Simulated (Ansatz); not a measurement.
A nudged elastic band was laid between two geometries of C$_{2}$H$_{3}$BO (7 atoms, charge 0, multiplicity 1).

These are results of Ansatz, RKS PBE0/def2-SVP, not measurements.

| Property | Result |
| --- | --- |
| movable images | 7 |
| climbing image | yes |
| spring | 5.0 eV/Å² |
| optimiser | quadratic models (default) |
| start path | through a guess of the saddle point |
| force threshold | 0.05 eV/Å |
| iteration limit | 60 |
| end points | relaxed |

Image 0:

```xyz
7
Properties=species:S:1:pos:R:3
B -0.748 1.014 -0.758
C 0.074 0.430 0.206
C 0.441 -0.983 0.353
O 1.163 -1.412 1.220
H -1.445 1.525 -1.573
H 0.514 1.096 0.963
H 0.001 -1.671 -0.411
```

Image 8:

```xyz
7
Properties=species:S:1:pos:R:3
B -0.982 1.105 -1.052
C -0.312 0.135 -0.386
C 0.339 -0.845 0.249
O 1.108 -0.699 1.321
H -1.566 1.962 -1.628
H 1.107 0.244 1.553
H 0.306 -1.901 -0.057
```

Task: What changes between the two ends?

Result: Bonds broken: C2–H6. Bonds formed: O4–H6.

Task: Give the energies along the band, and the barrier.

Result: The run converged. The highest image is number 5 of 0 to 8, 1.71 eV above the first end and 1.40 eV above the last; the last end lies 0.31 eV above the first. A vibrational analysis at the climbing image gives one clearly imaginary mode, 1759i cm⁻¹: a first-order saddle point. The orbitals stay closed-shell, which can raise the energy where a bond breaks towards radicals; this wasn't checked here.

```csv
image,path coordinate (Å),energy (eV),C2–H6 (Å),O4–H6 (Å)
0,0.00,0.00,1.10,2.60
1,0.48,0.04,1.11,2.58
2,0.96,0.15,1.13,2.56
3,1.44,0.29,1.16,2.42
4,1.91,0.73,1.19,1.95
5,2.39,1.71,1.47,1.35
6,2.96,0.65,2.05,0.99
7,3.52,0.38,2.29,0.97
8,4.08,0.31,2.40,0.97
```

Task: What is the geometry of the highest image?

Result: 
```xyz
7
Properties=species:S:1:pos:R:3
B -0.783 1.088 -0.789
C -0.313 -0.132 -0.456
C 0.410 -1.044 0.293
O 1.015 -0.484 1.255
H -1.199 2.158 -1.085
H 0.377 0.544 0.649
H 0.492 -2.130 0.131
```

Task: What are the harmonic wavenumbers there?

Result: 1759i, 192, 250, 716, 730, 807, 1016, 1066, 1078, 1297, 1584, 1782, 1881, 2845, 3164 cm⁻¹.

Time of the run: 4.2 min on 1 thread of Arm Neoverse V2, with other jobs on the host, peak memory 0.13 GiB.
